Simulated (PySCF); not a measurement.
# AsF⁻, PBE0: how much the basis matters

PySCF, UKS reference; doublet, unpaired electrons π ↑; De to As + F⁻ without counterpoise correction.

```
                     basis                           relativity  functions  Re (Å)  ωe (cm⁻¹)  De (eV)  μ (D)
aug-cc-pVDZ-PP/aug-cc-pVDZ  scalar-relativistic core potentials         55   1.866        534     1.72  -0.60
            aug-cc-pVDZ-DK                        spin-free X2C         59   1.864        537     1.72  -0.60
               def2-TZVPPD                        no relativity         94   1.847        531     1.67  -0.48
```

Problem. How does each smaller set differ from the one with most functions, def2-TZVPPD?

Solution. aug-cc-pVDZ-PP/aug-cc-pVDZ: +1.9 pm, +0.6 % in ωe, +0.05 eV in De; aug-cc-pVDZ-DK: +1.7 pm, +1.1 % in ωe, +0.05 eV in De. All at PBE0; the set with most functions is neither the basis-set limit nor always the best. The rows treat relativity differently, so the differences are not basis effects alone.

A positive dipole points towards F; it is taken about the centre of mass and depends on that origin. Spin–orbit coupling is left out. For an ion De counts to the pair picked by the measured ionisation energies or electron affinities, which need not be the lowest pair at this level. The highest Kohn–Sham level is positive in some of these anions. Much of that is self-interaction error, but it also means that the finite basis helps to hold the extra electron. The state was picked by a PBE0 search and need not be the measured ground state.
